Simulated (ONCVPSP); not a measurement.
Building the ONCV potential for lanthanum (La) (PBE, scalar-relativistic).

The input file (ONCVPSP 4.0.1):

```
# ATOM AND REFERENCE CONFIGURATION
# atsym  z   nc   nv     iexc    psfile
  La 57.00    9    3        4      upf
#
#   n    l    f
    1    0    2.00
    2    0    2.00
    2    1    6.00
    3    0    2.00
    3    1    6.00
    3    2   10.00
    4    0    2.00
    4    1    6.00
    4    2   10.00
    5    0    2.00
    5    1    6.00
    5    2    1.00
#
# PSEUDOPOTENTIAL AND OPTIMIZATION
# lmax
    3
#
#   l,   rc,      ep,       ncon, nbas, qcut
    0    1.65    0.00    3    7    4.90
    1    1.75    0.00    4    7    5.20
    2    3.75    0.00    3    7    4.60
    3    4.00    0.08    4    8    3.20
#
# LOCAL POTENTIAL
# lloc, lpopt,  rc(5),   dvloc0
    4    4    1.55    0.00
#
# VANDERBILT-KLEINMAN-BYLANDER PROJECTORs
# l, nproj, debl
    0    1    1.10
    1    2    2.90
    2    3    2.80
    3    1    2.40
#
# MODEL CORE CHARGE
# icmod, fcfact, rcfact
    0    0.00    0.00
#
# LOG DERIVATIVE ANALYSIS
# epsh1, epsh2, depsh
   -3.00    5.00    0.02
#
# OUTPUT GRID
# rlmax, drl
    6.00    0.01
#
# TEST CONFIGURATIONS
# ncnf
    4
# nvcnf
#   n    l    f
    4
    5    0    2.00
    5    1    6.00
    5    2    1.00
    6    0    2.00
#
    4
    5    0    2.00
    5    1    6.00
    5    2    1.00
    6    0    1.00
#
    3
    5    0    2.00
    5    1    6.00
    5    2    0.00
#
    4
    5    0    1.00
    5    1    6.00
    5    2    1.00
    6    0    2.00
#
```

Command:

```bash
oncvpsp.x < La.dat > La.out
```

The program printed (shortened: citation, most of the input echo, consistency checks and plot data are left out):

```
ONCVPSP  (Optimized Norm-Conservinng Vanderbilt PSeudopotential)
scalar-relativistic version 4.0.1

#   n    l    f        energy (Ha)
    1    0    2.00    -1.4246023E+03
    2    0    2.00    -2.2717599E+02
    2    1    6.00    -2.0364930E+02
    3    0    2.00    -4.8959114E+01
    3    1    6.00    -4.1447534E+01
    3    2   10.00    -3.0658918E+01
    4    0    2.00    -1.0260304E+01
    4    1    6.00    -7.8177160E+00
    4    2   10.00    -4.2837668E+00
    5    0    2.00    -1.8934071E+00
    5    1    6.00    -1.2832043E+00
    5    2    1.00    -5.4013122E-01

Reference configufation results
  iterations    22
  all-electron total energy (Ha)   -8.49266590D+03

Begin loop to  construct optimized pseudo wave functions
and semi-local pseudopoentials for all angular momenta

Calculating optimized projector #   1

 for l=   0

    Fraction of norm inside rc  0.613702
    Optimizing pswf for qcut=   4.90 a_B^-1,  ecut=  12.01 Ha
    Residual kinetic energy error=  7.52D-04 Ha

    Energy error per electron        Cutoff
         Ha          eV             Ha
         0.01000     0.27211        8.93
         0.00100     0.02721       11.81
         0.00010     0.00272       45.26
         0.00001     0.00027       77.52

   Wellstate for l =  1  n =  7
     eigenvalue =   1.6168
     asymptotic potential =   2.1168
     half-point radius =  3.2787

Calculating optimized projector #   1

 for l=   1

    Fraction of norm inside rc  0.518167
    Optimizing pswf for qcut=   5.21 a_B^-1,  ecut=  13.58 Ha
    Residual kinetic energy error=  9.53D-04 Ha

    Energy error per electron        Cutoff
         Ha          eV             Ha
         0.01000     0.27211        9.55
         0.00100     0.02721       13.77
         0.00010     0.00272       38.64
         0.00001     0.00027       47.61

Calculating optimized projector #   2

 for l=   1

    Fraction of norm inside rc  0.063862
    Optimizing pswf for qcut=   5.21 a_B^-1,  ecut=  13.58 Ha
    Residual kinetic energy error=  1.28D-03 Ha

    Energy error per electron        Cutoff
         Ha          eV             Ha
         0.01000     0.27211       10.11
         0.00100     0.02721       14.07
         0.00010     0.00272       27.76
         0.00001     0.00027       60.93

   Wellstate for l =  2  n =  9
     eigenvalue =   2.2599
     asymptotic potential =   2.7599
     half-point radius =  6.1380

   Wellstate for l =  2  n = 11
     eigenvalue =   5.0599
     asymptotic potential =   5.5599
     half-point radius =  5.9068

Calculating optimized projector #   1

 for l=   2

    Fraction of norm inside rc  0.878619
    Optimizing pswf for qcut=   4.60 a_B^-1,  ecut=  10.57 Ha
    Residual kinetic energy error=  1.97D-09 Ha

    Energy error per electron        Cutoff
         Ha          eV             Ha
         0.01000     0.27211        4.19
         0.00100     0.02721        5.65
         0.00010     0.00272        6.87
         0.00001     0.00027        8.01

Calculating optimized projector #   2

 for l=   2

    Fraction of norm inside rc  0.179991
    Optimizing pswf for qcut=   4.60 a_B^-1,  ecut=  10.57 Ha
    Residual kinetic energy error=  1.38D-06 Ha

    Energy error per electron        Cutoff
         Ha          eV             Ha
         0.01000     0.27211        6.32
         0.00100     0.02721        8.17
         0.00010     0.00272        9.07
         0.00001     0.00027       10.01

Calculating optimized projector #   3

 for l=   2

    Fraction of norm inside rc  0.137730
    Optimizing pswf for qcut=   4.60 a_B^-1,  ecut=  10.57 Ha
    Residual kinetic energy error=  1.69D-04 Ha

    Energy error per electron        Cutoff
         Ha          eV             Ha
         0.01000     0.27211        8.30
         0.00100     0.02721        9.40
         0.00010     0.00272       13.68
         0.00001     0.00027       26.95

WARNING wellstate: localized bound state found for n= 4 l= 3
WARNING this state with energy -0.62356236
WARNING will be used for the first projector

Calculating optimized projector #   1

 for l=   3

    Fraction of norm inside rc  0.997056
    Optimizing pswf for qcut=   3.20 a_B^-1,  ecut=   5.12 Ha
    Residual kinetic energy error=  8.70D-03 Ha

    Energy error per electron        Cutoff
         Ha          eV             Ha
         0.01000     0.27211        5.55
         0.00100     0.02721       15.23
         0.00010     0.00272       17.97
         0.00001     0.00027       27.15

Construct Vanderbilt / Kleinmman-Bylander projectors

B matrix Hermiticity error, ll=   1
   1   2   -2.5290E-04

  Orthonormal projector coefficients  5.6281E+00  8.7370E-01

B matrix Hermiticity error, ll=   2
   1   2   -1.0085E-04
   1   3   -2.1975E-04
   2   3   -9.6750E-05

  Orthonormal projector coefficients  7.1449E+00  2.0912E+00  1.9506E-01

Pseudoatom total energy  -30.835331

Diagnostic tests using Vanderbilt-Kleinman-Bylander pseudopotentials
  1 or more projectors used as specified by nproj input data

   l    rcore       rmatch      e in        delta e   norm test  slope test

   0   1.6580361   1.7083777  -1.8934071   0.0000495   0.9999955   1.0001029

   1   1.7602478   1.8136927  -1.2832043  -0.0000056   1.0000747   1.0000996
   1   1.7602478   1.8136927   1.6167957   0.0000103   1.0003880   1.0003880

   2   3.7628538   3.8771022  -0.5401312  -0.0000005   0.9997622   0.9997650
   2   3.7628538   3.8771022   2.2598688   0.0000265   1.0001085   1.0001085
   2   3.7628538   3.8771022   5.0598688   0.0001996   0.9999729   0.9999729

   3   4.0187884   4.1408075  -0.6235624  -0.0000000   0.9999983   1.0000004

 Testing for bound ghosts
   n   l    E NL Schr. Eq   E Basis Diag.   E Cutoff

   1   0       -1.893358       -1.893268     45.88

   2   1       -1.283210       -1.282762     71.50

   3   2       -0.540132       -0.540129     24.42

   4   3       -0.623562       -0.623359     18.52

 Testing for highly-localized positive-energy ghosts
       l    <radius>/rc     E Basis Diag.   E Cutoff

       0        0.913365        0.360359     45.88  WARNING - GHOST(+)

       2        0.975016       12.721280     24.42  WARNING - GHOST(+)

Test configuration 0

   n   l     f        eae           eps        diff
   1   0  2.0000-1424.60227329
   2   0  2.0000 -227.17598930
   2   1  6.0000 -203.64930187
   3   0  2.0000  -48.95911438
   3   1  6.0000  -41.44753351
   3   2 10.0000  -30.65891751
   4   0  2.0000  -10.26030449
   4   1  6.0000   -7.81771601
   4   2 10.0000   -4.28376684
   5   0  2.0000   -1.89340706   -1.89335754    4.95D-05
   5   1  6.0000   -1.28320432   -1.28320995   -5.63D-06
   5   2  1.0000   -0.54013122   -0.54013176   -5.40D-07

    Total energies and differences
      AE_ref= -8.49266590D+03  AE_tst= -8.49266590D+03  dif=  0.00D+00
      PS_ref= -3.08353307D+01  PS_tst= -3.08353307D+01  dif= -1.07D-14
      PSP excitation error=  1.07D-14

Test configuration 1

   n   l     f        eae           eps        diff
   1   0  2.0000-1424.13117956
   2   0  2.0000 -226.70673945
   2   1  6.0000 -203.17998646
   3   0  2.0000  -48.48997445
   3   1  6.0000  -40.97839441
   3   2 10.0000  -30.18982646
   4   0  2.0000   -9.79216496
   4   1  6.0000   -7.34978495
   4   2 10.0000   -3.81635258
   5   0  2.0000   -1.43043826   -1.41531789    1.51D-02
   5   1  6.0000   -0.82320022   -0.80997342    1.32D-02
   5   2  1.0000   -0.11356961   -0.10519611    8.37D-03
   6   0  2.0000   -0.13522399   -0.13700234   -1.78D-03

    Total energies and differences
      AE_ref= -8.49266590D+03  AE_tst= -8.49328529D+03  dif= -6.19D-01
      PS_ref= -3.08353307D+01  PS_tst= -3.14676335D+01  dif= -6.32D-01
      PSP excitation error=  1.29D-02

Test configuration 2

   n   l     f        eae           eps        diff
   1   0  2.0000-1424.34753378
   2   0  2.0000 -226.92230502
   2   1  6.0000 -203.39558312
   3   0  2.0000  -48.70554481
   3   1  6.0000  -41.19396476
   3   2 10.0000  -30.40536611
   4   0  2.0000  -10.00745267
   4   1  6.0000   -7.56500342
   4   2 10.0000   -4.03138876
   5   0  2.0000   -1.64426872   -1.63402280    1.02D-02
   5   1  6.0000   -1.03637706   -1.02745252    8.92D-03
   5   2  1.0000   -0.31269927   -0.30691475    5.78D-03
   6   0  1.0000   -0.30662357   -0.31229097   -5.67D-03

    Total energies and differences
      AE_ref= -8.49266590D+03  AE_tst= -8.49306604D+03  dif= -4.00D-01
      PS_ref= -3.08353307D+01  PS_tst= -3.12449031D+01  dif= -4.10D-01
      PSP excitation error=  9.43D-03

Test configuration 3

   n   l     f        eae           eps        diff
   1   0  2.0000-1424.99408185
   2   0  2.0000 -227.57172634
   2   1  6.0000 -204.04483573
   3   0  2.0000  -49.35267904
   3   1  6.0000  -41.84109470
   3   2 10.0000  -31.05301443
   4   0  2.0000  -10.64986060
   4   1  6.0000   -8.20691037
   4   2 10.0000   -4.67240672
   5   0  2.0000   -2.26616219   -2.26460767    1.55D-03
   5   1  6.0000   -1.64429282   -1.64331091    9.82D-04

    Total energies and differences
      AE_ref= -8.49266590D+03  AE_tst= -8.49196951D+03  dif=  6.96D-01
      PS_ref= -3.08353307D+01  PS_tst= -3.01393571D+01  dif=  6.96D-01
      PSP excitation error=  4.12D-04

Test configuration 4

   n   l     f        eae           eps        diff
   1   0  2.0000-1424.59752767
   2   0  2.0000 -227.16681804
   2   1  6.0000 -203.64027977
   3   0  2.0000  -48.94811487
   3   1  6.0000  -41.43653251
   3   2 10.0000  -30.64806786
   4   0  2.0000  -10.24259913
   4   1  6.0000   -7.79894785
   4   2 10.0000   -4.26197810
   5   0  1.0000   -1.81574897   -1.78589942    2.98D-02
   5   1  6.0000   -1.18732259   -1.16154078    2.58D-02
   5   2  1.0000   -0.40953627   -0.39211188    1.74D-02
   6   0  2.0000   -0.35626481   -0.36342480   -7.16D-03

    Total energies and differences
      AE_ref= -8.49266590D+03  AE_tst= -8.49166770D+03  dif=  9.98D-01
      PS_ref= -3.08353307D+01  PS_tst= -2.98705441D+01  dif=  9.65D-01
      PSP excitation error=  3.34D-02
```

The run took about 4.5 s on one core of a shared server CPU.
